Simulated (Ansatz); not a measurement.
Input file for Ansatz (a first-principles code): R-B3LYP/def2-TZVPPD on CH5NOSi (a complex). Files ending in .json are basis or fitting sets from the Basis Set Exchange.

Ansatz 0.2 input:
```yaml
crystal:
  periodic: [false, false, false]
  atoms:
    - {symbol: C, position_ang: [-1.24173655, 1.04102897, 0.17973314]}
    - {symbol: N, position_ang: [-1.98824096, 1.38178261, -0.62158182]}
    - {symbol: H, position_ang: [-0.54110061, 0.72179297, 0.93158787]}
    - {symbol: O, position_ang: [0.74738692, 0.10192979, 2.37386267]}
    - {symbol: Si, position_ang: [0.30835326, -0.82291889, 3.68772311]}
    - {symbol: H, position_ang: [1.66674868, 0.36897394, 2.29094090]}
    - {symbol: H, position_ang: [1.05209503, -2.10339029, 3.70245523]}
    - {symbol: H, position_ang: [-1.13649673, -1.06119779, 3.51609245]}
    - {symbol: H, position_ang: [0.57244258, -0.09987054, 4.95279636]}
basis:
  gaussian:
    orbitals: def2-TZVPPD.json
hamiltonian:
  xc: {name: B3LYP}
scf: {lower_state_search: off}
```

Output:

```
Functional definition: B3LYP
[...]
these checks for a lower state are left out or cut short: stability, starts, cluster_reference, orbital_swaps, neighbouring_geometries, increment
integrals: 0.15 GiB planned
1147 factors; their error is unknown
mean field: 1.33 GiB planned
mean field evaluation 1: about -12528.0206 eV, gradient 6.9e1 eV
mean field evaluation 2: about -12510.5840 eV, gradient 1.2e2 eV
mean field evaluation 4: about -12536.0373 eV, gradient 1.0e1 eV
mean field evaluation 8: about -12536.2380 eV, gradient 2.7e-1 eV
mean field evaluation 16: about -12536.2547 eV, gradient 5.8e-5 eV
mean field -12536.25467057 eV, -460.6988617650 hartree, gradient 4.1e-6 eV, S^2 0.000000; 0 other end points of the search recorded, 0 dependent functions left out
reference -12536.25497543 eV, -460.6988729684 hartree; 20, 20 occupied and 227, 227 virtual orbitals, 1147 factors
Total energy: -12536.25497543 eV, -460.6988729684 hartree
Checks for a lower state left out: stability, starts, cluster_reference, orbital_swaps, neighbouring_geometries, increment
```

The calculation finished and met its thresholds.

Cost: around 7 core-seconds (rough).
